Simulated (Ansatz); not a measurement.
Isolated molecules relaxed with PBE0-D4/def2-TZVP in Ansatz; ΔE leaves out vibrations. CBS: MP2 limit from def2 TZ/QZ plus the TZ coupled-cluster correction, frozen cores. DFT in def2-TZVPP. For Ga outer-core shells are correlated without core-valence functions, which leaves a few kJ/mol of doubt a bond. Scalar relativity is left out up to krypton. Each species was taken in one conformer, which may not be the lowest.

Consider the ligand exchange at a B–S bond: `BSB(O)Cl` + `[SH][GaH][Cl]` → `B[S][GaH][Cl]` + `OB(S)Cl`.

`BSB(O)Cl`:

Z-matrix (Å, degrees):
```
B
S 1 1.779
H 1 1.187 2 121.5
H 1 1.191 2 115.3 3 -180.0
B 2 1.842 1 107.6 3 -0.0
Cl 5 1.747 2 124.3 1 -0.1
O 5 1.346 2 118.3 1 180.0
H 7 0.962 5 114.1 2 -0.0
```

`[SH][GaH][Cl]`:

Z-matrix (Å, degrees):
```
Ga
S 1 2.185
Cl 1 2.139 2 113.8
H 1 1.551 2 126.1 3 -180.0
H 2 1.344 1 93.3 3 180.0
```

`B[S][GaH][Cl]`:

Cartesian coordinates in Å:
```
B -0.410 0.500 1.482
S -0.464 1.253 -0.132
Ga 0.358 -0.435 -1.298
Cl 0.523 -0.071 -3.399
H -0.004 -0.612 1.643
H -0.799 1.158 2.398
H 0.796 -1.794 -0.695
```

`OB(S)Cl`:

Z-matrix (Å, degrees):
```
B
S 1 1.800
Cl 1 1.770 2 117.6
O 1 1.348 2 121.5 3 180.0
H 2 1.344 1 94.9 3 -180.0
H 4 0.962 1 113.2 2 -180.0
```

| level | ΔE (kJ/mol) |
| --- | --- |
| LC-ωPBE | -11.5 |
| SCS-MP2/def2-QZVPP | -12.3 |

Task: What does CCSD(T)/CBS give? (Estimate.)

Result: The calculation gave: -11.4 kJ/mol. The listed levels differ from it by -0.1, -0.9 kJ/mol.

Largest T1 diagnostic among the species: 0.014.

Leaving LDA and LC-ωPBE aside and taking each functional with its dispersion term where it has one, the values, not all of them listed here, spread over 1.4 kJ/mol, from PBE-QIDH to ωB97X-V.
